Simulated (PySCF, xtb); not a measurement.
ZnCl₂, SMILES [Cl][Zn][Cl].

GFN2-xTB in xtb 6.7.1 at its own geometry gives an orbital gap of 3.15 eV and a dipole moment of 1.53 D.

Coordinates come from a B3LYP-D3(BJ)/def2-TZVP optimisation. The isomer is the one that the SMILES or the coordinates give; other isomers of the formula were not compared.

### Question
What does ωB97X/def2-TZVPD in PySCF give? (An estimate is asked for; the answer gives what the named calculation found.)

### Answer
gap 11.78 eV (levels -11.64 and 0.14 eV), dipole 0.00 D.
